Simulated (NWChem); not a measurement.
# HfH4S2; SMILES [SH][HfH2][SH]

```xyz
7

Hf    -0.2119     0.0313     0.0765
H     -1.5475    -0.1528     1.3287
H     -0.9746    -0.0134    -1.6001
S      1.3465    -1.8160     0.2349
H      1.0815    -2.0272    -1.0839
S      0.8175     2.2080     0.3944
H      2.0612     1.6841     0.5176
```
Atoms are numbered in this order, from 1.

Level: PBE0/def2-SVP with def2 effective core potentials on Hf (NWChem), optimised geometry, unscaled harmonic frequencies. def2 effective core potentials on Hf; no spin-orbit coupling.

**Question.** List the harmonic frequencies with IR intensities, and the thermochemistry.

**Answer.** 
```tsv
frequency (cm⁻¹)	IR intensity (km/mol)
78	0.7
116	12.1
139	1.5
238	49.5
317	9.8
342	10.6
404	34.0
433	15.8
525	86.8
548	62.5
636	117.3
1743	400.8
1773	328.4
2644	4.6
2694	6.2
```

```yaml
zero_point_energy: 18.0 kcal/mol
thermal correction to the enthalpy at 298.15 K (with zero-point energy): 23.3 kcal/mol
heat capacity Cv: 23.0 cal/(mol K)
entropy at 298.15 K and 1 atm (symmetry number 1): 87.6 cal/(mol K)
```

Rigid rotor and harmonic oscillator; modes under 100 cm⁻¹ make the entropy uncertain.
